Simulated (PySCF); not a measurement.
Problem. What does the PBE0-D3(BJ)/def2-SVP structure of `CC(=O)N[Si@@H]1CC[SiH2]N1` look like in three dimensions?

Solution. 
```
atom  x, y, z in Å
C1     3.123    0.173   -0.143
C2     1.738   -0.375   -0.381
O3     1.463   -1.558   -0.258
N4     0.768    0.509   -0.751
Si5   -0.840   -0.188   -1.060
C6    -2.080    1.228   -1.228
C7    -3.430    0.751   -0.652
Si8   -3.071   -0.382    0.827
N9    -1.522   -0.990    0.313
H10    3.781   -0.642    0.179
H11    3.104    0.956    0.630
H12    3.522    0.622   -1.066
H13    0.996    1.494   -0.814
H14   -0.716   -1.047   -2.270
H15   -1.693    2.069   -0.624
H16   -2.181    1.605   -2.259
H17   -3.968    0.143   -1.400
H18   -4.095    1.591   -0.398
H19   -4.098   -1.458    0.994
H20   -3.016    0.372    2.124
H21   -1.021   -1.759    0.745
```

Orientation and origin are arbitrary. Atoms count from 1 in this order. The C–C distances run from 1.508 Å (C1–C2, drawn single) to 1.543 Å (C6–C7, drawn single), a spread of 0.035 Å. N9 (nitrogen bridging silicon atoms) is planar (angles 125.3°, 119.6° and 115.0°, sum 360.0°, 0.00 Å off the plane of its three neighbours). The 5-membered ring Si5–C6–C7–Si8–N9 has internal angles of 98.4° to 115.0°; it is puckered, 0.16 Å rms from its mean plane, widest ring torsion 35°. Of the pairs four or more bonds apart, O3···H21 is among the closest relative to their van der Waals radii: 2.69 Å, 99 % of the sum of Bondi's values.

Bonds between heavy atoms (Å): C1–C2 1.508, C2=O3 1.221, C2–N4 1.364, N4–Si5 1.780, Si5–C6 1.890, C6–C7 1.543, C7–Si8 1.896, Si8–N9 1.741, Si5–N9 1.730.

Theory: PBE0-D3(BJ)/def2-SVP geometry optimisation, gas phase in PySCF.

Point group: C1 (no symmetry element, even within 0.4 Å). PBE0-D3(BJ)/def2-SVP frequencies: not computed here. One conformer, not necessarily the lowest (C1–C2–N4–Si5 179°, C2–N4–Si5–C6 169°, N4–Si5–C6–C7 -146°, Si5–C6–C7–Si8 35°, C6–C7–Si8–N9 -29°, C7–Si8–N9–Si5 10°).
